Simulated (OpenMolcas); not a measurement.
## Cr2+, Mo2+, W2+: d⁴ down the group

```yaml
Program: OpenMolcas 26.06
Method: SS-RASPT2, IPEA 0.25 Eh, imaginary shift 0.1 Eh
Basis: ANO-R2
Scalar_Hamiltonian: X2C, finite nucleus
Spin-orbit_coupling: RASSI with atomic mean-field integrals over the reference wave functions, term energies averaged over their components
```

Active space for each ion: 10 electrons in 8 orbitals (RAS1 p, at most 2 holes; RAS2 d); closed shells correlated by CASPT2: Cr2+ 3s; Mo2+ 4s; W2+ 5s.

Computed levels in cm-1 above ⁵D₀:

```
                               Level   Cr2+   Mo2+    W2+
                                 ⁵D₁   69.4    250   2470
                                 ⁵D₂    205    692   4870
                                 ⁵D₃    402   1270   6880
                                 ⁵D₄    655   1943   8440
                              ³P₀(1)  17340  12330  12340
                              ³P₁(1)  17750  13640  16460
                                 ³H₄  18270  13590  15140
                                 ³H₅  18410  14170  18400
                              ³P₂(1)  18490  15590  21140
weight of ⁵D in the lowest level (%)    100     98     68
```

Mixed levels, with the weight of the term that names them: W2+ ⁵D₀ (68 %), W2+ ³P₀(1) (59 %), W2+ ³H₄ (59 %), W2+ ³P₂(1) (73 %).

Measured, with the error of the calculation in %. Measured levels: Cr2+ from Sugar and Corliss, J. Phys. Chem. Ref. Data 6, 317 (1977); Mo2+ from Sugar and Musgrove, J. Phys. Chem. Ref. Data 17, 155 (1988); W2+ from NIST levels as listed in McCann et al., Mon. Not. R. Astron. Soc. 538, 537 (2025).

```
 Level          Cr2+           Mo2+            W2+
   ⁵D₁  62.2 (+11.5)     242 (+3.3)    2256 (+9.5)
   ⁵D₂   183 (+12.0)     668 (+3.6)    4461 (+9.2)
   ⁵D₃   357 (+12.9)    1224 (+3.7)    6278 (+9.5)
   ⁵D₄   576 (+13.8)    1872 (+3.8)    7687 (+9.9)
³P₀(1)  16771 (+3.4)  11149 (+10.6)   9904 (+24.6)
³P₁(1)  17169 (+3.4)   12510 (+9.0)  12881 (+27.8)
   ³H₄  17274 (+5.8)   12680 (+7.2)  13701 (+10.5)
   ³H₅  17397 (+5.8)   13276 (+6.7)               
³P₂(1)  17851 (+3.6)   14358 (+8.6)
```

The fine-structure level ⁵D₄ changes by a factor of 12.9 from Cr2+ to W2+.

Without spin-orbit coupling ³P(1) lies 17710, 13260, 10770 cm-1 above ⁵D in that order; the difference to the level ³P₀(1), of either sign, comes from spin-orbit coupling, which also lowers the zero.

CASPT2 breaks the degeneracy within a term, and the mean is taken; among the terms shown or strongly mixed into the levels shown the widest spread is 300 cm-1 (5d⁴ ¹G(1), W2+). Over all roots computed the reference weight is 0.90 to 0.96 in W2+; the roots of lowest weight are the least certain, and an intruder state may touch them. Active for correlation alone: 3p; no level in the range computed is led by a configuration that opens it, so any true level of that kind is missing (holds for Cr2+). Active for correlation alone: 4p; no level in the range computed is led by a configuration that opens it, so any true level of that kind is missing (holds for Mo2+). Some levels mix across a computed gap that differs much from the measured one, so their mixing is not that of the real levels (holds for W2+). Active for correlation alone: 5p; no level in the range computed is led by a configuration that opens it, so any true level of that kind is missing (holds for W2+). Some terms miss by over 15 % even with CASPT2, which points to a basis or an active space too small for the shells correlated (holds for W2+). Measured partners are found by configuration, term and J. A level has none where our copy of the source lacks it or the pairing is in doubt (some pairs that miss far off the trend of their configuration count as doubtful), and it then counts in no deviation. Levels of configurations outside the active space are missing.

A number in round brackets counts repeated terms of one configuration in the order of the reference energies.
